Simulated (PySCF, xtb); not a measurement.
NbCl5, SMILES [Cl][Nb]([Cl])([Cl])([Cl])[Cl], multiplicity 1.

Harmonic wavenumbers (cm⁻¹) from GFN2-xTB (xtb) at its own minimum, in rising order: 60, 60, 113, 113, 152, 165, 165, 199, 276, 305, 319, 319.

Problem. What does PBE-D3(BJ)/def2-SVP run with PySCF 2.14.0 give at its own minimum? (An estimate is asked for; the answer gives what the named calculation found.)

Solution. 56, 56, 143, 143, 173, 176, 177, 317, 376, 396, 422, 422. Paired by order, the mean absolute difference is 52 cm⁻¹ and the zero-point energies are 3.2 and 4.1 kcal/mol.
